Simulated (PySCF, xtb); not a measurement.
H₃N, SMILES [NH3+], charge +1, multiplicity 2.

Harmonic wavenumbers (cm⁻¹) from GFN2-xTB run with xtb 6.7.1 at its own minimum, in rising order: 749, 1198, 1199, 3187, 3236, 3237.

### Question
What does PBE-D3(BJ)/def2-TZVPD (PySCF) give at its own minimum? (The exact figures need the calculation; the answer reports its results.)

### Answer
850, 1483, 1483, 3269, 3440, 3440. Paired by order, the mean absolute difference is 193 cm⁻¹ and the zero-point energies are 18.3 and 20.0 kcal/mol.
